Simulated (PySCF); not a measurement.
Sn(F)(OH) (FHOSn), SMILES [F][Sn][OH] (connectivity only; charge and spin as stated), neutral, multiplicity 1. Atoms are numbered in the order given.

```xyz
4

Sn    -0.3673     0.0267     0.0000
F      1.0829     1.3732     0.0000
O      0.8536    -1.5517     0.0000
H      1.7910    -1.2821     0.0000
```

Geometry optimised at PBE-D3(BJ)/def2-TZVP. The def2 effective core potentials stand for the cores of Sn; spin–orbit coupling is left out. The values are those of a single conformer.

Computed with ωB97X/def2-TZVPD (PySCF).

Mulliken values depend strongly on the basis, most of all with diffuse functions as here. ESP charges are fitted to the potential on shells at 1.4 to 2.0 van der Waals radii. Atomic charges (e):

```
atom  ESP fit  Mulliken
----  -------  --------
Sn1       ___      0.97
F2        ___     -0.58
O3        ___     -0.71
H4        ___      0.32
```

**Question.** Complete the blanks. (Estimate from the structure and the level; the computed values follow.)

**Answer.** 
- Sn1, ESP fit: 0.64
- F2, ESP fit: -0.39
- O3, ESP fit: -0.65
- H4, ESP fit: 0.39
